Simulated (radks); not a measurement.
Effect of the nuclear size on neutral argon, [Ar]. All-electron calculation, Dirac Kohn-Sham, relativistic LDA (MacDonald-Vosko exchange, VWN5 correlation), spin-unpolarised, spherical densities, finite nucleus; Fermi nuclear charge, rms radius 3.4274 fm. Program: a radial shooting solver on a logarithmic mesh with Libxc functionals. The rms radius is varied about that value; shifts are against it.

rms radius (fm)  total energy shift (eV)  density at nucleus (e/bohr^3)  1s1/2 shift (meV)  2s1/2 shift (meV)
2.8859                          -0.00536                           4307              -2.26             -0.171
3.2697                          -0.00165                           4296             -0.696             -0.053
3.4274                                 0                           4292              0.000              0.000
3.6091                           0.00200                           4287              0.842              0.064
4.0786                           0.00764                           4276               3.21              0.243

Slopes of the eigenvalues against <r^2> in GHz/fm^2, as finite differences over the two radii next to the reference (eigenvalue slopes, not the field-shift constants of lines): 1s1/2 159, 2s1/2 12.1.
